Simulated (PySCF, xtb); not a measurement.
W(NMe)(S)(OH)2 (CH₅NO₂SW), SMILES C[N]=[W]([OH])([OH])=[S], multiplicity 1. The values are those of a single conformer.

Harmonic wavenumbers (cm⁻¹) from GFN2-xTB in xtb 6.7.1 at its own minimum, in rising order: 55, 74, 101, 127, 144, 163, 207, 264, 321, 348, 415, 434, 469, 477, 494, 581, 1070, 1081, 1294, 1387, 1450, 1456, 2872, 2892, 2915, 3535, 3537.

### Question
What does PySCF with PBE-D3(BJ)/def2-SVP give at its own minimum? (An estimate is asked for; the answer gives what the named calculation found.)

### Answer
92, 111, 119, 186, 187, 193, 239, 246, 316, 340, 517, 599, 600, 646, 695, 710, 1055, 1065, 1326, 1374, 1394, 1395, 2922, 3008, 3019, 3758, 3761. Paired by order, the mean absolute difference is 78 cm⁻¹ and the zero-point energies are 40.3 and 42.7 kcal/mol.
